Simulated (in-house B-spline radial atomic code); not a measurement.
Successive ionisation energies of tungsten; each step leads to the configuration of the next row (after the last: [Xe] 4f14 5d1). Dirac energy differences include first-order Breit, QED and recoil terms. NIST's values go from ground level to ground level; the uncertainty of those that are theory runs from under 0.1 % in few-electron ions to several per cent in heavy many-electron ones. Computed with an all-electron radial atomic-structure program (B-spline basis): Dirac-Hartree-Fock, average of the configuration, finite nuclei.

```json
{"ion": "W", "configuration": "[Xe] 4f14 5d4 6s2", "ionisation energy (eV)": "6.90", "tabulated value (eV)": "7.86403", "tabulated kind": "measured", "computed minus tabulated (eV)": "-0.97", "highest orbital": "6s1/2", "largest mean radius (bohr)": "3.3946"}
{"ion": "W+", "configuration": "[Xe] 4f14 5d4 6s1", "ionisation energy (eV)": "?", "tabulated value (eV)": "?", "tabulated kind": "semi-empirical", "computed minus tabulated (eV)": "?", "highest orbital": "?", "largest mean radius (bohr)": "?"}
{"ion": "W2+", "configuration": "[Xe] 4f14 5d4", "ionisation energy (eV)": "23.97", "tabulated value (eV)": "26", "tabulated kind": "semi-empirical", "computed minus tabulated (eV)": "-2.03", "highest orbital": "5d5/2", "largest mean radius (bohr)": "1.8864"}
{"ion": "W3+", "configuration": "[Xe] 4f14 5d3", "ionisation energy (eV)": "?", "tabulated value (eV)": "?", "tabulated kind": "semi-empirical", "computed minus tabulated (eV)": "?", "highest orbital": "?", "largest mean radius (bohr)": "?"}
{"ion": "W4+", "configuration": "[Xe] 4f14 5d2", "ionisation energy (eV)": "49.06", "tabulated value (eV)": "51.6", "tabulated kind": "semi-empirical", "computed minus tabulated (eV)": "-2.54", "highest orbital": "5d5/2", "largest mean radius (bohr)": "1.6803"}
```

Fill in the row of W+.

ionisation energy (eV): 14.08; tabulated value (eV): 16.37; computed minus tabulated (eV): -2.29; highest orbital: 6s1/2; largest mean radius (bohr): 3.1101.

Fill in the row of W3+.

ionisation energy (eV): 36.00; tabulated value (eV): 38.2; computed minus tabulated (eV): -2.20; highest orbital: 5d5/2; largest mean radius (bohr): 1.7697.

Where is the largest jump?

From W to W+, by a factor of 2.04 (6.8953 to 14.08 eV); the highest orbital goes from 6s1/2 to 6s1/2.

Where a p, d or f electron is removed, the computed value is a mean over both j, so it misses the tabulated one by a part of the spin-orbit splitting; averaging over terms and missing correlation add to the gap, relatively most at low charge.
